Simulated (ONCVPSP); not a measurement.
What one change does to a pseudopotential (bismuth, ONCV)

* Element: Bi (Z = 83)
* Generator: ONCVPSP 4.0.1
* Type: optimised norm-conserving Vanderbilt (ONCV)
* Functional: PW91
* Relativity: fully relativistic
* Frozen core: [Kr] 4d10 4f14
* Valence charge: 23
* Reference configuration: 5s2 5p6 5d10 6s2 6p2 (charge +1)
* Partial waves: 5s+6s: rc 1.50 bohr, ncon 5, nbas 10, qcut 8.5 1/bohr, 2 projectors; 5p+6p: rc 1.80 bohr, ncon 4, nbas 7, qcut 6.9 1/bohr, 2 projectors; 5d: rc 1.20 bohr, ncon 4, nbas 7, qcut 8.1 1/bohr, 2 projectors, debl 1.3 Ha
* Local potential: polynomial inside 1.10 bohr (lpopt 3, dvloc0 -1 Ha)
* Core correction: Teter function fitted to the true core (icmod 2), fcfact 0.15

Open shells are filled in proportion to 2j + 1.

All-electron outer shells of the reference configuration (PW91, scalar-relativistic, ld1.x):

```json
{"shell": "4d", "level (eV)": "-438.31", "outermost node (bohr)": "0.19", "outermost maximum (bohr)": "0.38"}
{"shell": "5s", "level (eV)": "-166.04", "outermost node (bohr)": "0.44", "outermost maximum (bohr)": "0.77"}
{"shell": "4f", "level (eV)": "-160.86", "outermost node (bohr)": "–", "outermost maximum (bohr)": "0.34"}
{"shell": "5p", "level (eV)": "-104.06", "outermost node (bohr)": "0.48", "outermost maximum (bohr)": "0.86"}
{"shell": "5d", "level (eV)": "-35.24", "outermost node (bohr)": "0.51", "outermost maximum (bohr)": "1.03"}
{"shell": "6s", "level (eV)": "-22.20", "outermost node (bohr)": "0.98", "outermost maximum (bohr)": "1.86"}
{"shell": "6p", "level (eV)": "-11.51", "outermost node (bohr)": "1.14", "outermost maximum (bohr)": "2.35"}
```

Change: p: rc 2.58.

Cutoffs: the cutoffs (Ha) at which the residual kinetic energy of the hardest occupied pseudo-wave falls to 1 and 0.1 mHa per electron; they do not see the model core or the augmentation charge, which bear on the density cutoff. Errors are all-electron minus pseudo energies relative to the spin-unpolarised reference configuration.

Task: How do hardness, ghosts and transferability respond?

Result: The potential gets neither clearly harder nor softer (29 Ha and 83 Ha → 29 Ha and 83 Ha); the s channel sets the loose cutoff, while the largest relative change is in p, which becomes softer; of the 4 tests that both files solve, the error grows in 3 and shrinks in 0 by more than 15 % and 0.3 meV (median size 0.5 → 2.3 meV); neither file shows a bound ghost. More of the atom is replaced by a form fitted at one configuration, so other configurations suffer.

| quantity | base | changed |
| --- | --- | --- |
| cutoff, loose | 29 Ha | 29 Ha |
| cutoff, tight | 83 Ha | 83 Ha |
| loose cutoff by channel | s 29 Ha, p 20 Ha, d 26 Ha | s 29 Ha, p 16 Ha, d 26 Ha |
| bound ghosts | none | none |
| GHOST(+) flags under 300 eV | s at 261.3 eV | s at 261.3 eV |
| error for 5s2 5p6 5d10 6s2 6p3, meV [ΔE -8.12 eV] | -0.2 | -0.1 |
| error for 5s2 5p6 5d10 6s2 6p1, meV [ΔE 15.50 eV] | -0.1 | -0.6 |
| error for 5s2 5p6 5d10 6s2 6p0, meV [ΔE 39.16 eV] | -1.4 | -3.9 |
| error for 5s2 5p6 5d9 6s2 6p4, meV [ΔE 15.77 eV] | -0.8 | +32 |
| s: phases at 1.53 bohr within 0.05 rad from the reference energy up to (Ha; the scan ends near 5) | to the end of the scan | to the end of the scan |
| d5/2: phases at 1.22 bohr within 0.05 rad from the reference energy up to (Ha; the scan ends near 5) | to the end of the scan | to the end of the scan |
| d3/2: phases at 1.22 bohr within 0.05 rad from the reference energy up to (Ha; the scan ends near 5) | to the end of the scan | to the end of the scan |
| rms error of d²Exc/dni dnj with the model core, mHa | 3.62 | 3.46 |
